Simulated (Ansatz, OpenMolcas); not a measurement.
## C2F4O (trifluoroacetyl fluoride): methods side by side

The species is C2F4O (7 atoms), meant as a singlet with charge 0. SMILES: `O=C(F)C(F)(F)F`. Geometry: relaxed at PBE0-D4/def2-TZVP.

```xyz
7

O     1.0612   -1.3962    0.7011
C     0.0890   -0.7981    0.4351
F    -1.1368   -1.2010    0.7399
C     0.0181    0.5518   -0.3064
F    -0.6979    0.4183   -1.4187
F    -0.5643    1.4616    0.4688
F     1.2308    0.9636   -0.6198
```

Each level gives the vertical ionisation energy (to the doublet cation) (eV). The values are calculated.

```csv
level,kind,program,value (eV),less CCSD(T)/cc-pVDZ,CPU time (all runs)
PBE/cc-pVDZ,GGA,Ansatz,11.88,-0.61,18 s
M06-L/cc-pVDZ,meta-GGA,OpenMolcas,12.30,-0.19,3.3 min
TPSS/cc-pVDZ,meta-GGA,OpenMolcas,11.93,-0.56,3.5 min
BHLYP/cc-pVDZ,global hybrid,Ansatz,12.72,+0.23,27 s
B2PLYP/cc-pVDZ,double hybrid,Ansatz,12.62,+0.13,32 s
PBE-QIDH/cc-pVDZ,double hybrid,Ansatz,12.91,+0.42,34 s
RPA@PBE/cc-pVDZ,RPA,Ansatz,12.31,-0.18,37 s
CCSD(T)/cc-pVDZ,coupled cluster or CI,Ansatz,12.49,0.00,5.4 min
```

Differences are taken from CCSD(T)/cc-pVDZ for orientation; it has basis-set and higher-order errors of its own. The values span 11.88 to 12.91 eV. Times are those of the runs behind each value, whatever else they computed, on shared processors of several kinds: orders of magnitude only.
